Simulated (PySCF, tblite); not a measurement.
Compound: C₇H₆N₂.
Numbering: `[cH:1]1[cH:2][cH:3][c:4]2[nH:5][n:6][cH:7][c:8]2[cH:9]1` (hydrogens: H10 on C1; H11 on C2; H12 on C3; H13 on N5; H14 on C7; H15 on C9)

Computed with GFN2-xTB (tblite), gas phase: Langevin dynamics at 400 K from the optimised GFN2-xTB geometry, time step 0.5 fs, friction 0.01 fs⁻¹, 2000 steps. Over the second half of the run the saved frames average 481 K, 20 % above the target.

Frame at 250 fs, instantaneous temperature 363 K:
```
atom  x, y, z in Å
C1     -2.249    0.259   -0.536
C2     -1.988   -1.116   -0.618
C3     -0.694   -1.532   -0.262
C4      0.259   -0.594   -0.027
N5      1.539   -0.722    0.251
N6      2.139    0.435    0.485
C7      1.214    1.365    0.386
C8     -0.021    0.776    0.088
C9     -1.329    1.179   -0.133
H10    -3.236    0.537   -0.680
H11    -2.809   -1.794   -0.836
H12    -0.487   -2.624   -0.145
H13     2.227   -1.493    0.114
H14     1.506    2.395    0.685
H15    -1.592    2.280   -0.001
```

Frame at 425 fs, instantaneous temperature 485 K:
```
atom  x, y, z in Å
C1     -2.198    0.400   -0.548
C2     -2.070   -1.007   -0.557
C3     -0.862   -1.642   -0.226
C4      0.193   -0.713    0.172
N5      1.356   -1.091    0.611
N6      2.178   -0.026    0.785
C7      1.383    1.038    0.543
C8      0.117    0.654    0.155
C9     -1.148    1.216   -0.091
H10    -3.186    0.858   -0.587
H11    -2.877   -1.695   -0.781
H12    -1.043   -2.711   -0.167
H13     1.739   -2.025    0.978
H14     1.783    2.062    0.620
H15    -1.394    2.341    0.012
```

Frame at 625 fs, instantaneous temperature 448 K:
```
atom  x, y, z in Å
C1     -2.074    1.375   -0.277
C2     -2.467   -0.029   -0.390
C3     -1.428   -0.871   -0.294
C4     -0.192   -0.348    0.106
N5      1.071   -0.997    0.165
N6      2.078   -0.163    0.292
C7      1.567    1.014    0.507
C8      0.147    1.028    0.296
C9     -0.901    1.931    0.113
H10    -2.837    1.994   -0.798
H11    -3.364   -0.477   -0.669
H12    -1.578   -1.813   -0.512
H13     1.234   -1.950   -0.058
H14     2.232    1.855    0.712
H15    -0.889    2.945    0.102
```

Frame at 800 fs, instantaneous temperature 602 K:
```
atom  x, y, z in Å
C1     -2.049    1.171    0.541
C2     -2.283   -0.235    0.590
C3     -1.242   -1.103    0.343
C4     -0.039   -0.574   -0.098
N5      1.203   -1.120   -0.369
N6      2.158   -0.236   -0.669
C7      1.621    0.907   -0.475
C8      0.220    0.854   -0.109
C9     -0.815    1.665    0.259
H10    -2.840    1.872    0.880
H11    -3.146   -0.676    0.984
H12    -1.383   -2.134    0.210
H13     1.380   -2.091   -0.482
H14     2.186    1.776   -0.591
H15    -0.525    2.734    0.196
```

Frame at 1000 fs, instantaneous temperature 234 K:
```
atom  x, y, z in Å
C1     -1.865    0.953    0.741
C2     -1.689   -0.365    0.991
C3     -0.626   -1.188    0.505
C4      0.376   -0.532   -0.267
N5      1.598   -0.920   -0.516
N6      2.316    0.046   -1.116
C7      1.569    1.129   -1.084
C8      0.301    0.854   -0.477
C9     -0.849    1.583   -0.009
H10    -2.738    1.392    1.127
H11    -2.504   -0.856    1.568
H12    -0.523   -2.244    0.841
H13     1.831   -1.875   -0.719
H14     2.023    2.069   -1.351
H15    -0.850    2.622   -0.315
```

Question: What do single points at PBE0/pcSseg-1 (PySCF, gas phase) give on these frames?

Answer: 
```json
{"t (fs)": "250", "GFN2-xTB E above start (eV)": "0.48", "DFT E above lowest frame (eV)": "0.00", "HOMO (eV)": "-6.49", "LUMO (eV)": "-0.94", "dipole (D)": "1.63"}
{"t (fs)": "425", "GFN2-xTB E above start (eV)": "1.07", "DFT E above lowest frame (eV)": "0.56", "HOMO (eV)": "-6.44", "LUMO (eV)": "-1.13", "dipole (D)": "2.01"}
{"t (fs)": "625", "GFN2-xTB E above start (eV)": "1.22", "DFT E above lowest frame (eV)": "0.87", "HOMO (eV)": "-6.57", "LUMO (eV)": "-0.82", "dipole (D)": "2.06"}
{"t (fs)": "800", "GFN2-xTB E above start (eV)": "0.52", "DFT E above lowest frame (eV)": "0.08", "HOMO (eV)": "-6.61", "LUMO (eV)": "-0.90", "dipole (D)": "1.66"}
{"t (fs)": "1000", "GFN2-xTB E above start (eV)": "0.71", "DFT E above lowest frame (eV)": "0.20", "HOMO (eV)": "-6.47", "LUMO (eV)": "-1.19", "dipole (D)": "1.63"}
```

Both levels order the frames alike by energy; measured from each level's lowest frame they differ by 0.13 eV at most. The HOMO–LUMO gap runs from 5.28 to 5.75 eV. These are instantaneous structures, not minima.

Question: And the isotropic GIAO shieldings (ppm) from the same runs?

Answer: 
```csv
atom,250 fs,425 fs,625 fs,800 fs,1000 fs,mean,range
C1,63.1,57.2,53.5,65.3,63.6,60.5,11.8
C2,51.1,38.5,50.7,55.1,48.9,48.9,16.6
C3,71.1,60.6,67.0,75.2,64.7,67.7,14.6
C4,52.4,48.5,32.9,34.6,41.2,41.9,19.5
N5,69.0,51.4,61.0,71.5,76.6,65.9,25.2
N6,-92.9,-99.2,-81.2,-65.2,-88.6,-85.4,34.0
C7,48.5,43.1,53.6,53.6,43.3,48.4,10.5
C8,62.4,72.0,56.5,52.2,52.2,59.1,19.8
C9,62.6,50.4,68.2,63.0,55.5,59.9,17.8
H10,25.0,24.1,24.0,23.8,24.2,24.2,1.2
H11,23.6,23.6,23.8,24.2,23.7,23.8,0.6
H12,23.5,23.1,25.4,24.5,23.4,24.0,2.3
H13,21.4,20.4,22.7,23.0,22.8,22.1,2.6
H14,23.1,23.0,23.6,24.5,23.4,23.5,1.5
H15,23.0,22.7,24.6,23.1,23.6,23.4,1.9
```

What follows is the cost of the whole dynamics run. Hardware: an Arm Neoverse N1 with one thread, no GPU, shared host. Cost: 19 s of wall time, 0.18 GiB resident at most.
